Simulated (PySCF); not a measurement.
# `C[C@H]1CS[Si@](C)(F)S1`, C4H9FS2Si

Geometry (Å), atoms numbered from 1 in this order:
```xyz
17

C    -2.5150    1.0507    0.2068
C    -1.3627    0.1202    0.5439
C    -1.0178   -0.7810   -0.6250
S     0.3391   -1.9347   -0.2214
Si    1.5146   -0.4810    0.8296
C     3.1636   -0.0097    0.0493
F     1.8273   -1.0929    2.2951
S     0.1163    1.1293    0.9970
H    -2.2624    1.6657   -0.6538
H    -3.4077    0.4720   -0.0213
H    -2.7254    1.7053    1.0484
H    -1.6048   -0.4828    1.4232
H    -0.7187   -0.1924   -1.4933
H    -1.8721   -1.4035   -0.8909
H     3.6637    0.7393    0.6543
H     3.0476    0.3891   -0.9531
H     3.8073   -0.8816   -0.0054
```

Level of theory: TDDFT wB97X-D/def2-SVPD circular dichroism and optical rotation, one conformer, gas phase in PySCF. Geometry: GFN2-xTB.

Stereocentres: C2 S, Si5 S.

Problem. Give the optical rotatory dispersion at 633, 589.3, 546, 436, 405, 365, 355 nm.

Solution. [α] in deg dm⁻¹ (g/mL)⁻¹:
| λ (nm) | origin-invariant length gauge | modified velocity gauge | length gauge (centre of mass) | isotropic polarisability (au) |
| --- | --- | --- | --- | --- |
| 633 | -43.1 | -20.0 | -43.3 | 111.3 |
| 589.3 | -50.4 | -23.5 | -50.6 | 111.7 |
| 546 | -59.7 | -28.1 | -60.0 | 112.3 |
| 436 | -100.7 | -48.7 | -101.1 | 114.5 |
| 405 | -120.7 | -59.2 | -121.1 | 115.6 |
| 365 | -157.5 | -79.4 | -158.1 | 117.4 |
| 355 | -169.6 | -86.3 | -170.2 | 117.9 |

Problem. And for the mirror image at 589.3 nm?

Solution. +50.4 deg dm⁻¹ (g/mL)⁻¹ (origin-invariant length gauge): the same size and the opposite sign.

Problem. What is the molar rotation [Φ] = [α]·M/100 of the geometry above at 589.3 nm?

Solution. With M = 168.32 g/mol, -84.8 deg cm² dmol⁻¹ (origin-invariant length gauge).

The first excitation lies at 5.42 eV (229 nm) with R = +2.0 × 10⁻⁴⁰ esu² cm² (velocity form).
